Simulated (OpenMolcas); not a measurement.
**Mo2+: input and output**

Input:

```
&GATEWAY
Coord
1

Mo 0.0 0.0 0.0
Basis=ANO-RCC-VQZP
Group=XYZ
NoMove
AngMom=0.0 0.0 0.0
AMFI
&SEWARD
&RASSCF
FileOrb=start.orb
Symmetry=1
Spin=5
nActEl=4 0 0
Inactive=9 9
Ras2=5 0
CIRoot=5 5 1
SDav=5
CIMx=300
Iter=120 100
PrWF=0.3
OrbListing=Nothing
MaxOrb=0
Atom
>>> COPY $Project.JobIph JOBPRE
&RASSCF
FileOrb=start.orb
Symmetry=1
Spin=5
nActEl=10 2 0
Inactive=9 6
Ras1=0 3
Ras2=5 0
CIRoot=5 5 1
SDav=185
CIMx=300
Iter=120 100
PrWF=0.3
OrbListing=Nothing
MaxOrb=0
Thrs=2.0e-7 1.0e-1 5.0e-4
Atom
>>> COPY $Project.JobIph JOB001
&RASSCF
FileOrb=start.orb
Symmetry=1
Spin=3
nActEl=10 2 0
Inactive=9 6
Ras1=0 3
Ras2=5 0
CIRoot=45 45 1
SDav=615
CIMx=300
Iter=120 100
PrWF=0.3
OrbListing=Nothing
MaxOrb=0
Thrs=2.0e-7 1.0e-1 5.0e-4
Atom
>>> COPY $Project.JobIph JOB002
&RASSCF
FileOrb=start.orb
Symmetry=1
Spin=1
nActEl=10 2 0
Inactive=9 6
Ras1=0 3
Ras2=5 0
CIRoot=50 50 1
SDav=485
CIMx=300
Iter=120 100
PrWF=0.3
OrbListing=Nothing
MaxOrb=0
Thrs=2.0e-7 1.0e-1 5.0e-4
Atom
>>> COPY $Project.JobIph JOB003
&RASSI
NrOfJobIphs=3 5 45 50
1 2 3 4 5
1 2 3 4 5 6 7 8 9 10 11 12 13 14 15 16 17 18 19 20 21 22 23 24 25 26 27
28 29 30 31 32 33 34 35 36 37 38 39 40 41 42 43 44 45
1 2 3 4 5 6 7 8 9 10 11 12 13 14 15 16 17 18 19 20 21 22 23 24 25 26 27
28 29 30 31 32 33 34 35 36 37 38 39 40 41 42 43 44 45 46 47 48 49 50
IphNames
JOB001
JOB002
JOB003
EJob
SpinOrbit
DIPRint=1.0
SOCoupling=1000.0
Subsets=2
MEES
Property=10
'ANGMOM' 1 'ANGMOM' 2 'ANGMOM' 3 'MLTPL  1' 1 'MLTPL  1' 2 'MLTPL  1' 3
'AMFI' 1 'AMFI' 2 'AMFI' 3 'MLTPL  2' 6
SOProperty=3
'ANGMOM' 1 'ANGMOM' 2 'ANGMOM' 3
```

Launched by
```bash
OMP_NUM_THREADS=1 MOLCAS_MEM=1689 MOLCAS_PROJECT=a pymolcas a.inp > a.log  # once for each step of the input, in one work folder
```

A driver script runs the steps one by one and writes start.orb anew before each from the orbitals found so far.

Output, cut to the results:

```
--- SEWARD ---
Basis set label: MO.ANO-RCC...8S7P5D3F2G1H.

      Electronic valence basis set:
      ------------------
      Associated Effective Charge  42.000000 au
      Associated Actual Charge     42.000000 au
      Nuclear Model: Point charge

      Shell  nPrim  nBasis  Cartesian Spherical Contaminant
         s      21       8        X
         p      18       7        X
         d      13       5                 X
         f       6       3                 X
         g       4       2                 X
         h       2       1                 X
                  Relativistic Douglas-Kroll-Hess integrals:
                    - DKH order of Hamiltonian: 2
                    - DKH order of Properties : 0
                  Atomic mean-field integrals
--- RASSCF ---
Wave function specifications:
      -----------------------------

      Number of closed shell electrons          30
      Number of electrons in active shells      10
      Max number of holes in RAS1 space          2
      Max nr of electrons in RAS3 space          0
      Number of inactive orbitals               15
      Number of active orbitals                  8
      Number of secondary orbitals              81
      Spin quantum number                      2.0
      State symmetry                             1
Orbital specifications:
      -----------------------

      Symmetry species                           1   2
                                                ag  au
      Frozen orbitals                            0   0
      Inactive orbitals                          9   6
      Active orbitals                            5   3
      RAS1 orbitals                              0   3
      RAS2 orbitals                              5   0
      RAS3 orbitals                              0   0
      Secondary orbitals                        37  44
      Deleted orbitals                           0   0
      Number of basis functions                 51  53
      Number of CSFs                           185
      Number of root(s) required                 5
      Iter CI   SX   CI       RASSCF       Energy    max ROT     max BLB   max BLB  Level Ln srch  Step   QN
          iter iter root      energy       change     param      element    value   shift minimum  type update
 Nr of preliminary CI iterations:   1
      Total energies have been shifted. Add                -4000.00 au
        1   1    9    0   -44.93819544    0.00E+00  -1.10E-02   12  21 1  5.61E-03*  0.00   0.00    SX    NO
        2   1   10    0   -44.93840633   -2.11E-04*  2.37E-03    7  13 2  4.90E-03*  0.00   0.00    SX    NO
        3   1   10    0   -44.93842436   -1.80E-05*  1.55E-03    7  13 2 -1.68E-03*  0.00   0.00    SX    NO
        4   1    9    0   -44.93842895   -4.59E-06*  8.09E-04    7  13 2  1.11E-03*  0.00   0.00    SX    NO
        5   1    9    0   -44.93843034   -1.40E-06*  2.96E-04    7  13 2 -5.86E-04*  0.00   0.64    QN   YES
        6   1    4    0   -44.93843098   -6.38E-07*  1.84E-06    9  17 1 -3.41E-06   0.00   1.00    QN   YES
        7   1    3    0   -44.93843098   -3.77E-11   2.26E-07    7  13 2  8.15E-07   0.00   1.17    QN   YES
      Convergence after  7 iterations
        8   1    3    0   -44.93843098    4.09E-12   2.26E-07    7  16 2  9.13E-08   0.00   1.17    QN   YES
      Natural orbitals and occupation numbers for root  1
      sym 1:   1.002270   0.007104   1.002274   1.002268   1.002267
      sym 2:   1.996011   1.994194   1.993612
      Natural orbitals and occupation numbers for root  2
      sym 1:   1.002270   1.002274   0.007104   1.002268   1.002267
      sym 2:   1.996020   1.994156   1.993641
      Natural orbitals and occupation numbers for root  3
      sym 1:   0.007104   1.002267   1.002271   1.002268   1.002274
      sym 2:   1.994677   1.995820   1.993319
::    RASSCF root number  1 Total energy:  -4044.93843098
::    RASSCF root number  2 Total energy:  -4044.93843098
::    RASSCF root number  3 Total energy:  -4044.93843098
::    RASSCF root number  4 Total energy:  -4044.93843098
::    RASSCF root number  5 Total energy:  -4044.93843098
--- RASSCF ---
Wave function specifications:
      -----------------------------

      Number of closed shell electrons          30
      Number of electrons in active shells      10
      Max number of holes in RAS1 space          2
      Max nr of electrons in RAS3 space          0
      Number of inactive orbitals               15
...
--- RASSI ---
SPIN-FREE ENERGIES:
  (Shifted by EMIN (a.u.) =      -4044.9384309792)

 SF State       Relative EMIN(au)   Rel lowest level(eV)    D:o, cm**(-1)      L_eff

     1             0.0000000000        0.0000000000              0.0000         2.0
     2             0.0000000000        0.0000000000              0.0000         2.0
     3             0.0000000000        0.0000000000              0.0000         2.0
     4             0.0000000000        0.0000000000              0.0000         2.0
     5             0.0000000000        0.0000000000              0.0000         2.0
     6             0.0696408251        1.8950233890          15284.3944         1.0
     7             0.0696408251        1.8950233890          15284.3944         1.0
     8             0.0696408251        1.8950233890          15284.3944         1.0
     9             0.0742794030        2.0212455258          16302.4446         5.0
    10             0.0742794030        2.0212455258          16302.4446         5.0
    11             0.0742794030        2.0212455258          16302.4446         5.0
    12             0.0742794030        2.0212455258          16302.4446         5.0
    13             0.0742794030        2.0212455258          16302.4446         5.0
    14             0.0742794030        2.0212455258          16302.4446         5.0
    15             0.0742794030        2.0212455258          16302.4446         5.0
    16             0.0742794030        2.0212455258          16302.4446         5.0
    17             0.0742794030        2.0212455258          16302.4446         5.0
    18             0.0742794030        2.0212455258          16302.4446         5.0
    19             0.0742794030        2.0212455258          16302.4446         5.0
    20             0.0764639451        2.0806899450          16781.8962         3.0
    21             0.0764639451        2.0806899450          16781.8962         3.0
...
```

Levels above the lowest, from the spin-orbit matrix, grouped by J:

```json
{"Configuration": "4d⁴", "Term": "⁵D", "J": "0", "E (cm⁻¹)": "0.0", "Measured (cm⁻¹)": "0.0", "g": "", "Term weight %": "99"}
{"Configuration": "4d⁴", "Term": "⁵D", "J": "1", "E (cm⁻¹)": "238", "Measured (cm⁻¹)": "242", "g": "1.501", "Term weight %": "99"}
{"Configuration": "4d⁴", "Term": "⁵D", "J": "2", "E (cm⁻¹)": "668", "Measured (cm⁻¹)": "668", "g": "1.500", "Term weight %": "100"}
{"Configuration": "4d⁴", "Term": "⁵D", "J": "3", "E (cm⁻¹)": "1241", "Measured (cm⁻¹)": "1224", "g": "1.500", "Term weight %": "100"}
{"Configuration": "4d⁴", "Term": "⁵D", "J": "4", "E (cm⁻¹)": "1919", "Measured (cm⁻¹)": "1872", "g": "1.499", "Term weight %": "99"}
{"Configuration": "4d⁴", "Term": "³P(1)", "J": "0", "E (cm⁻¹)": "14290", "Measured (cm⁻¹)": "11149", "g": "", "Term weight %": "96"}
{"Configuration": "4d⁴", "Term": "³P(1)", "J": "1", "E (cm⁻¹)": "15612", "Measured (cm⁻¹)": "12510", "g": "1.497", "Term weight %": "99"}
{"Configuration": "4d⁴", "Term": "³H", "J": "4", "E (cm⁻¹)": "16723", "Measured (cm⁻¹)": "12680", "g": "0.854", "Term weight %": "84"}
{"Configuration": "4d⁴", "Term": "³H", "J": "5", "E (cm⁻¹)": "17337", "Measured (cm⁻¹)": "13276", "g": "1.042", "Term weight %": "95"}
{"Configuration": "4d⁴", "Term": "³P(1)", "J": "2", "E (cm⁻¹)": "17594", "Measured (cm⁻¹)": "", "g": "1.419", "Term weight %": "89"}
{"Configuration": "4d⁴", "Term": "³F(1)", "J": "2", "E (cm⁻¹)": "17636", "Measured (cm⁻¹)": "", "g": "0.748", "Term weight %": "90"}
{"Configuration": "4d⁴", "Term": "³F(1)", "J": "3", "E (cm⁻¹)": "17730", "Measured (cm⁻¹)": "13948", "g": "1.046", "Term weight %": "88"}
{"Configuration": "4d⁴", "Term": "³H", "J": "6", "E (cm⁻¹)": "17870", "Measured (cm⁻¹)": "13811", "g": "1.165", "Term weight %": "99"}
{"Configuration": "4d⁴", "Term": "³F(1)", "J": "4", "E (cm⁻¹)": "18062", "Measured (cm⁻¹)": "14296", "g": "1.185", "Term weight %": "81"}
{"Configuration": "4d⁴", "Term": "³G", "J": "3", "E (cm⁻¹)": "20347", "Measured (cm⁻¹)": "15871", "g": "0.790", "Term weight %": "88"}
{"Configuration": "4d⁴", "Term": "³G", "J": "4", "E (cm⁻¹)": "20812", "Measured (cm⁻¹)": "16283", "g": "1.058", "Term weight %": "87"}
{"Configuration": "4d⁴", "Term": "³G", "J": "5", "E (cm⁻¹)": "21280", "Measured (cm⁻¹)": "16714", "g": "1.192", "Term weight %": "95"}
{"Configuration": "4d⁴", "Term": "³D", "J": "3", "E (cm⁻¹)": "24715", "Measured (cm⁻¹)": "19488", "g": "1.331", "Term weight %": "99"}
{"Configuration": "4d⁴", "Term": "³D", "J": "2", "E (cm⁻¹)": "24807", "Measured (cm⁻¹)": "19577", "g": "1.162", "Term weight %": "94"}
{"Configuration": "4d⁴", "Term": "³D", "J": "1", "E (cm⁻¹)": "25113", "Measured (cm⁻¹)": "", "g": "0.504", "Term weight %": "99"}
{"Configuration": "4d⁴", "Term": "¹G(1)", "J": "4", "E (cm⁻¹)": "25282", "Measured (cm⁻¹)": "20612", "g": "1.006", "Term weight %": "92"}
{"Configuration": "4d⁴", "Term": "¹I", "J": "6", "E (cm⁻¹)": "25809", "Measured (cm⁻¹)": "20290", "g": "1.002", "Term weight %": "99"}
{"Configuration": "4d⁴", "Term": "¹S(1)", "J": "0", "E (cm⁻¹)": "27079", "Measured (cm⁻¹)": "22990", "g": "", "Term weight %": "97"}
{"Configuration": "4d⁴", "Term": "¹D(1)", "J": "2", "E (cm⁻¹)": "29641", "Measured (cm⁻¹)": "22806", "g": "1.007", "Term weight %": "94"}
```

Against the 20 measured excited levels shown (Sugar and Musgrove, J. Phys. Chem. Ref. Data 17, 155 (1988)) the mean absolute deviation is 3600 cm-1; the largest miss in energy is 4d⁴ ¹D₂(1): computed 29641, measured 22806 cm⁻¹ (+30.0 %).

Without dynamic correlation excited terms often stand tens of per cent too high (terms of higher spin than the ground term too low), and those without a measured partner can miss by more than the paired ones. Some levels mix across a computed gap that differs much from the measured one, so their mixing is not that of the real levels. Active for correlation alone: 4p; no level in the range computed is led by a configuration that opens it, so any true level of that kind is missing. Measured partners are found by configuration, term and J. A level has none where our copy of the source lacks it or the pairing is in doubt (some pairs that miss far off the trend of their configuration count as doubtful), and it then counts in no deviation. Levels of configurations outside the active space are missing. The first state left out of the spin-orbit step lies near 590000 cm-1 above the lowest spin-free state of the reference (among the parities and spins computed), and the list stops at four fifths of that energy or lower. The table shows the lowest 24 of 34 levels.

The term weight is that of the spin-free term in the level, not the purity of its configuration. A number in round brackets counts repeated terms of one configuration in the order of the reference energies.
